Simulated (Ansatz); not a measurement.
Input file for ClFHOY (`[OH][Y]([F])[Cl]`):

```yaml
crystal:
  periodic: [false, false, false]
  atoms:
    - {symbol: O, position_ang: [0.539684, 1.271928, 0.449190]}
    - {symbol: Y, position_ang: [-0.124928, -0.515859, -0.133813]}
    - {symbol: F, position_ang: [1.020766, -2.102756, 0.235724]}
    - {symbol: Cl, position_ang: [-2.306706, -0.772154, -1.284766]}
    - {symbol: H, position_ang: [0.871184, 2.118830, 0.733675]}
basis:
  gaussian: {orbitals: def2-TZVPP}
correlation: {method: ccsd_t}
output: {orbitals: {seedname: orbitals}}
```

```sh
$ ansatz run in.yaml --threads 4 --pin off --events-out ev --progress --plain
```

The program prints (abridged):

```
Functional definition: HF
1121 factors; integrals over basis functions are off by at most 7.4e-4 eV
mean field evaluation 1: about -18297.3789 eV, gradient 5.7e1 eV
mean field evaluation 2: about -18297.4561 eV, gradient 5.7e1 eV
mean field evaluation 4: about -18303.0193 eV, gradient 2.1e0 eV
mean field evaluation 8: about -18303.0669 eV, gradient 2.6e-1 eV
mean field -18303.06722900 eV, -672.6253144010 hartree, gradient 4.1e-6 eV, S^2 0.000000; 0 other end points of the search recorded, 0 dependent functions left out
7 core orbitals not correlated: weight in the atoms' cores, before any rotation towards them, 1.000 or more for the frozen orbitals, at most 0.000 for the correlated occupied ones
reference -18303.06722900 eV, -672.6253144010 hartree; 16, 16 occupied and 151, 151 virtual orbitals, 1121 factors
second order -25.52425021 eV of doubles, -0.00000000 eV of singles
cycle   1  -25.32004870 eV  change    2.0e-1 eV  update   1.2e-1
cycle   2  -25.81149354 eV  change   -4.9e-1 eV  update   4.3e-2
cycle   3  -25.96145651 eV  change   -1.5e-1 eV  update   2.0e-2
cycle   4  -25.95149950 eV  change    1.0e-2 eV  update   5.7e-3
cycle   5  -25.94411497 eV  change    7.4e-3 eV  update   2.2e-3
cycle   6  -25.94497284 eV  change   -8.6e-4 eV  update   7.6e-4
cycle   7  -25.94501295 eV  change   -4.0e-5 eV  update   2.2e-4
cycle   8  -25.94484607 eV  change    1.7e-4 eV  update   9.0e-5
cycle   9  -25.94486282 eV  change   -1.7e-5 eV  update   2.9e-5
perturbative correction -0.90876547 eV, -0.0333965149 hartree
Total energy: -18329.92085728 eV, -673.6121670384 hartree
```

It took 21 s on 4 threads of a server CPU on a shared host, with 1.8 GiB of host memory at the peak.

The correlation energy is -26.854 eV, 3.4 % of it from (T); the T1 diagnostic reads 0.0134.
